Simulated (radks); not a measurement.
Ce+, 57 electrons, occupied as [Xe] 4f1 5d2 (the NIST ground configuration).

Method: Dirac Kohn-Sham, PBE, spin-unpolarised, spherical densities, finite nucleus; open shells are shared between the two j in proportion to 2j + 1; Fermi nuclear charge, rms radius 4.8771 fm; computed with a radial shooting solver on a logarithmic mesh with Libxc functionals.

Energy parts (eV):
| part | energy |
|---|---|
| total | -241216.24 |
| kinetic | 258765.71 |
| electron-nucleus | -587298.73 |
| Hartree | 93031.38 |
| exchange-correlation | -5714.60 |

Orbitals (lengths in bohr, moments of r in powers of bohr):
orbital      occ.  eigenvalue (eV)   <1/r>  small-component weight
1s1/2           2        -40235.16   63.34                4.61e-02
2s1/2           2        -6442.821   14.93                1.00e-02
2p1/2           2        -6083.390   14.91                1.00e-02
2p3/2           4        -5636.798   13.51                9.44e-03
3s1/2           2        -1390.376   5.389                3.07e-03
3p1/2           2        -1238.117   5.302                3.01e-03
3p3/2           4        -1150.355   4.952                2.84e-03
3d3/2           4        -884.0872   4.816                2.72e-03
3d5/2           6        -865.2424   4.728                2.67e-03
4s1/2           2        -284.3955   2.233                9.45e-04
4p1/2           2        -227.8344   2.129                8.79e-04
4p3/2           4        -208.9853   2.015                8.25e-04
4d3/2           4        -116.1121   1.797                6.81e-04
4d5/2           6        -112.8088   1.769                6.66e-04
4f5/2    0.428571          -9.4053   1.210                3.40e-04
4f7/2    0.571429          -9.0756   1.198                3.35e-04
5s1/2           2         -44.3909  0.8727                2.08e-04
5p1/2           2         -29.0863  0.7683                1.65e-04
5p3/2           4         -26.3856  0.7271                1.51e-04
5d3/2         0.8          -7.3314  0.4636                6.28e-05
5d5/2         1.2          -7.1247  0.4542                6.04e-05

The highest occupied level is 5d5/2 at -7.125 eV. Summed over all electrons, <r^2> = 59.44 bohr^2, which gives a Langevin (diamagnetic) susceptibility term of -47.1 x 10^-6 cm^3/mol. The electron density at the nucleus is 3.829e+05 e/bohr^3.
